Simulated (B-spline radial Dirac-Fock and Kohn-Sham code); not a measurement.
Method: a relativistic central-field model (Hartree-Slater potential of the initial state, Latter tail, multipole expansion of the photon field, Dirac-Fock thresholds). Computed with a B-spline atomic structure program. Kinetic energies are from the vacuum level. Open shells are spread statistically over j, without multiplet splitting. Without correlation, outer binding energies are uncertain by a few eV, most for open f shells.

**Question.** A free atom or ion in its tabulated ground configuration is ionised with 2200 eV photons and gives these photoelectron lines. Identify it and assign the lines.

| kinetic energy (eV) | relative cross section |
| --- | --- |
| 744.9 | 50.9 |
| 892.6 | 52.3 |
| 912.7 | 100.0 |
| 1778.6 | 10.4 |
| 1830.7 | 7.7 |
| 1834.2 | 14.8 |

**Answer.** Cu¹¹⁺, [Ne] 3s2 3p6. Binding energies are hν less the kinetic energy: 2s 1455.1 eV, 2p1/2 1307.4 eV, 2p3/2 1287.3 eV, 3s 421.4 eV, 3p1/2 369.3 eV, 3p3/2 365.8 eV.

**Question.** A free atom or ion in its tabulated ground configuration is ionised with 2910 eV photons and gives these photoelectron lines. Identify it and assign the lines.

```tsv
kinetic energy (eV)	relative cross section
925.9	22.7
1125.2	32.2
1280.0	66.5
1619.0	71.0
1651.9	100.0
2487.7	6.4
2566.8	7.6
2601.0	14.8
2732.2	11.0
2738.3	15.5
2839.9	1.1
2863.5	1.0
2867.9	1.9
2888.9	0.92
2889.8	1.2
```

**Answer.** Tb²⁺, [Xe] 4f9. Binding energies are hν less the kinetic energy: 3s 1984.1 eV, 3p1/2 1784.8 eV, 3p3/2 1630.0 eV, 3d3/2 1291.0 eV, 3d5/2 1258.1 eV, 4s 422.3 eV, 4p1/2 343.2 eV, 4p3/2 309.0 eV, 4d3/2 177.8 eV, 4d5/2 171.7 eV, 5s 70.13 eV, 5p1/2 46.48 eV, 5p3/2 42.05 eV, 4f5/2 21.07 eV, 4f7/2 20.23 eV.
